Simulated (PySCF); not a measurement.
**WF4, singlet: computed properties**

These are results of PBE in PySCF with W def2-SVP with ECP60, F def2-SVP; scalar-relativistic core potentials, no spin–orbit coupling; density-fitted integrals, not measurements.

The structure is a minimum.

Z-matrix (Å, degrees; charge 0 multiplicity 1):
```
W
F  1 1.8466
F  1 1.8466 2 158.79
F  1 1.8466 2 91.94 3 100.43
F  1 1.8466 2 91.94 3 -100.43
```

* Point group: D2d
* Bond lengths: W–F 1.847 Å (×4)
* Bond angles: F–W–F 91.9° (×4), F–W–F 158.8° (×2)
* Rotational symmetry number: 4
* Rotational constants: 0.1258, 0.1258, 0.06733 cm⁻¹
* Dipole moment: 0.00 D
* Highest occupied level: -5.84 eV
* Principal quadrupole moments (Buckingham, traceless) about the centre of mass: -1.18, -1.18, 2.36 D Å
* Principal polarisabilities: 39.5, 39.5, 41.4 bohr³
* Heat capacity Cp at 298.15 K: 85.6 J/(mol K)
* Atomisation energy without zero-point energy: 2347 kJ/mol
* Entropy at 298.15 K and 1 bar: 334.6 J/(mol K)
* Lowest empty level: -4.47 eV
* Enthalpy at 298.15 K above 0 K: 18.91 kJ/mol
* Zero-point energy: 22.4 kJ/mol

Harmonic modes (masses in u: W 183.951, F 18.998):
```
symmetry  ω (cm⁻¹)  IR (km/mol, summed over degenerate members)  μ (u)     type
      a1       111                                          0.0  19.00     bend
      b2       157                                          2.3  25.23     bend
       e       173                                         24.4  21.46     bend
      b1       281                                          0.0  19.00     bend
      b2       693                                         11.1  19.29  stretch
       e       719                                          335  22.28  stretch
      a1       727                                          0.0  19.00  stretch
```

In D2d the vibrations span 2a1 + 2b2 + 2e + b1. The a1, b1 modes carry no infrared intensity, as symmetry demands.

Charges (e):
| atom | Mulliken | Löwdin | polar tensor | Mayer order to W1 |
| --- | --- | --- | --- | --- |
| W1 | 0.95 | 0.17 | 2.06 | – |
| F2,3,4,5 | -0.24 | -0.04 | -0.51 | 1.19 |

Mulliken populations on W1 (electrons outside its core potential): s 2.86, p 6.33, d 3.65, f 0.20.

Outer orbital energies (eV). occupied: -11.27, -11.25, -11.25, -11.11, -10.93, -10.93, -10.45, -5.84; empty: -4.47, -4.47, -4.31, -0.45.

Formally W is in oxidation state +4, d2, with 0 unpaired electrons (the high-spin count would be 2). The polar-tensor charge on W, 2.06, is far below the formal one.

Only a few start shapes were tried, so a lower isomer may exist. Spin–orbit coupling, left out here, can matter for elements this heavy.

The final relaxation and frequency run took of the order of 90 core-seconds on a shared host.
